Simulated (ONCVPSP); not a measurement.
**What one change does to a pseudopotential (O, ONCV)**

```json
{
  "Element": "oxygen (O)",
  "Generator": "ONCVPSP 4.0.1",
  "Type": "optimised norm-conserving Vanderbilt (ONCV)",
  "Functional": "PBE",
  "Relativity": "scalar-relativistic",
  "Frozen core": "[He]",
  "Valence charge": "6",
  "Reference configuration": "2s1 2p5",
  "Partial waves": "2s: rc 0.85 bohr, ncon 4, nbas 7, qcut 8.8 1/bohr, local; 2p: rc 1.90 bohr, ncon 4, nbas 8, qcut 5.7 1/bohr, 2 projectors, debl 2.9 Ha",
  "Local potential": "the s channel",
  "Core correction": "polynomial model core, fcfact 0.7"
}
```

All-electron outer shells of the reference configuration (PBE, scalar-relativistic, ld1.x):

```
shell  level (eV)  outermost node (bohr)  outermost maximum (bohr)
   1s     -515.42                      –                      0.13
   2s      -24.42                   0.28                      0.87
   2p       -9.45                      –                      0.82
```

Change: p: ncon 5, nbas 9.

Cutoffs: the cutoffs (Ha) at which the residual kinetic energy of the hardest occupied pseudo-wave falls to 1 and 0.1 mHa per electron; they do not see the model core or the augmentation charge, which bear on the density cutoff. Errors are all-electron minus pseudo energies relative to the spin-unpolarised reference configuration.

Problem. Predict the effect on cutoff, ghosts and configuration errors.

Solution. The potential gets neither clearly harder nor softer (39 Ha and 136 Ha → 39 Ha and 136 Ha); the s channel sets the loose cutoff, while the largest relative change is in p, which becomes harder; of the 4 tests that both files solve, the error grows in 0 and shrinks in 4 by more than 15 % and 0.3 meV (median size 175.1 → 142.8 meV); neither file shows a bound ghost.

```csv
quantity,base,changed
"cutoff, loose",39 Ha,39 Ha
"cutoff, tight",136 Ha,136 Ha
loose cutoff by channel,"s 39 Ha, p 15 Ha","s 39 Ha, p 18 Ha"
bound ghosts,none,none
GHOST(+) flags under 300 eV,none,none
"error for 2s2 2p4, meV [ΔE -14.95 eV]",-29,-18
"error for 2s2 2p3, meV [ΔE 1.48 eV]",+321,+268
"error for 2s2 2p2, meV [ΔE 35.07 eV]",+1508,+1244
"error for 2s0 2p6, meV [ΔE 14.99 eV]",-29,-17
s: phases at 0.86 bohr within 0.05 rad from the reference energy up to (Ha; the scan ends near 5),to the end of the scan,to the end of the scan
p: phases at 1.92 bohr within 0.05 rad from the reference energy up to (Ha; the scan ends near 5),to the end of the scan,to the end of the scan
"rms error of d²Exc/dni dnj with the model core, mHa",1.41,1.57
```
